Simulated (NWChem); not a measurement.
System: phosphorus nitride (PN); SMILES N#P

Here is an NWChem input.

```
start job
memory heap 200 mb stack 900 mb global 1100 mb
geometry units angstroms noautoz
  N      0.000000     0.000000     1.004870
  P      0.000000     0.000000    -0.474538
end
basis spherical
  * library 6-31+g*
end
dft
  xc xpbe96 cpbe96
  iterations 150
  mulliken
end
task dft energy
```

All runs use the structure optimised with PBE0-D3(BJ)/def2-TZVP.

**Question.** Predict the main results of this run. (PBE/6-31+G* (spherical d).) Quantities: basis functions; energy (Ha); highest occupied level (eV); orbital gap (eV); dipole (D).

**Answer.** 
```json
{
 "number_of_basis_functions": "40",
 "energy (Ha)": "-395.83",
 "highest occupied level (eV)": "-7.79",
 "orbital gap (eV)": "4.51",
 "dipole (D)": "2.61"
}
```
